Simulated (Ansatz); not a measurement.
Reaction (redistribution): `C[O][Ti]([NH2])([NH2])[NH2]` + `[F][GeH3]` → `[NH2][Ti]([NH2])([NH2])[F]` + `C[O][GeH3]`

Isolated molecules relaxed with PBE0-D4/def2-TZVP in Ansatz; ΔE leaves out vibrations. CBS: MP2 limit from def2 TZ/QZ plus the TZ coupled-cluster correction, frozen cores. Functionals use def2-TZVPP. B3LYP here is the variant with VWN-RPA as its local correlation; programs differ in this. For Ge, Ti outer-core shells are correlated without core-valence functions, which leaves a few kJ/mol of doubt a bond. Scalar relativity is left out up to krypton. Each species was taken in one conformer, which may not be the lowest.

Is it downhill or uphill in electronic energy at CCSD(T)/CBS, and by how much? (An estimate is asked.)

The calculation gave: Downhill: ΔE = -2.2 kcal/mol.

What do these levels give: revPBE-D4, B97M-V, PBE0-D4, BHLYP-D4, CAM-B3LYP-D4, PBE, B3LYP, CAM-B3LYP, CCSD(T)/def2-SVP, SCS-MP2/def2-TZVPP, CCSD(T)/def2-TZVPP, MP2/def2-QZVPP? (An estimate is asked.)

Ansatz gave: revPBE-D4 -3.8, B97M-V -3.4, PBE0-D4 -3.4, BHLYP-D4 -2.4, CAM-B3LYP-D4 -2.8, PBE -3.8, B3LYP -2.9, CAM-B3LYP -3.2, CCSD(T)/def2-SVP -1.1, SCS-MP2/def2-TZVPP -2.3, CCSD(T)/def2-TZVPP -2.5, MP2/def2-QZVPP -1.9 kcal/mol.

What do rigid-rotor, harmonic-oscillator terms from PBE0-D4/def2-TZVP frequencies (298.15 K, 1 bar) make of the CCSD(T)/CBS value? (An estimate is asked.)

Computed: ΔZPE = +0.4 kcal/mol, ΔH = -2.2 kcal/mol, ΔS = -24 J/(mol·K), ΔG = -0.5 kcal/mol. Modes under 50 cm⁻¹ make the entropy rough.

Largest T1 diagnostic among the species: 0.024, so the coupled-cluster value is less sure than usual.

At CCSD(T), def2-SVP lies +1.1 kcal/mol from the extrapolated value and def2-TZVPP −0.3 kcal/mol. Leaving LDA and LC-ωPBE aside and taking each functional with its dispersion term where it has one, the values, not all of them listed here, spread over 1.6 kcal/mol, from ωB97X-V to BHLYP-D4.
